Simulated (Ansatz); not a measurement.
Basis sets compared for Si₁₇H₂₄, a nanocrystal cut from cubic silicon. Total charge 0; singlet. Geometry PBE-D4/def2-SVP. Ansatz on 2 threads of AMD EPYC 7R13 on a shared host and a share (18 GiB) of an NVIDIA H100 80GB HBM3; times are rough, and most runs start from earlier orbitals.

Cartesian coordinates in Å:
```
Si 2.9523 -0.1808 -3.3501
Si -1.2580 -1.0487 -2.7136
Si 0.1315 -1.3427 3.8104
Si -2.3471 -1.5083 0.8835
Si 1.3543 -0.8481 0.1776
Si 0.4460 2.3434 -1.7319
Si -0.7791 1.8570 1.8919
Si -3.2569 1.7198 -1.0403
Si 3.2076 -1.1864 -1.2329
Si 1.8958 -1.7190 2.2975
Si -0.5829 -1.9026 -0.6266
Si 2.2915 2.0748 -3.1684
Si -1.4933 1.2880 -2.5441
Si -1.8130 -2.3930 2.9988
Si -0.2426 0.9741 4.0072
Si -2.7170 0.8094 1.0645
Si 0.9813 1.4627 0.3830
H 4.2637 -0.2471 -4.0955
H 1.9281 -0.9456 -4.1478
H -2.6076 -1.6345 -3.0538
H -0.2943 -1.4251 -3.8093
H 0.4838 -1.9126 5.1655
H -3.6019 -2.1607 0.3482
H 0.1407 3.8179 -1.5896
H -1.0282 3.3450 1.9884
H -4.5344 1.1041 -1.5564
H -3.4635 3.2090 -0.9109
H 3.4628 -2.6654 -1.3905
H 4.4098 -0.5750 -0.5553
H 2.1687 -3.1987 2.1798
H 3.1527 -1.0447 2.7909
H -0.3259 -3.3894 -0.7186
H 1.9762 2.6236 -4.5381
H 3.4467 2.8632 -2.6024
H -1.8337 1.8609 -3.9007
H -1.5792 -3.8796 2.8870
H -2.9563 -2.1638 3.9563
H -1.3759 1.2266 4.9710
H 0.9962 1.6459 4.5466
H -3.8520 1.0431 2.0358
H 2.2530 2.1030 0.8928
```

B3LYP takes the VWN-RPA correlation. Single mean-field runs in def2-SVP, def2-TZVP are fitted with def2-universal-jkfit.

Binding counts from free atoms (Si triplet, H doublet) in the same basis, without a counterpoise term.

```csv
level,functions,energy (Eh),HOMO (eV),LUMO (eV),binding per atom (eV),wall time
HF/STO-3G,177,-4869.6639,-6.33,8.51,3.68,18 s
HF/6-31G,269,-4925.0796,-9.10,1.92,2.02,17 s
PBE-D4/def2-SVP,426,-4931.9897,-6.20,-2.01,3.26,17 s
B3LYP-D4/6-31G,269,-4935.7622,-6.89,-0.85,2.98,17 s
PBE0-D4/def2-SVP,426,-4932.4980,-7.17,-1.36,3.26,17 s
```

Estimate the rows for PBE-D4/def2-TZVP, B3LYP-D4/def2-TZVP, PBE0-D4/def2-TZVP (with forces).


| level | functions | energy (Eh) | HOMO (eV) | LUMO (eV) | binding per atom (eV) | wall time |
| --- | --- | --- | --- | --- | --- | --- |
| PBE-D4/def2-TZVP | 773 | -4933.6867 | -6.18 | -2.14 | 3.26 | 16 s |
| B3LYP-D4/def2-TZVP | 773 | -4936.5968 | -6.95 | -1.50 | 3.24 | 21 s |
| PBE0-D4/def2-TZVP (with forces) | 773 | -4934.1773 | -7.11 | -1.44 | 3.26 | 17 s |
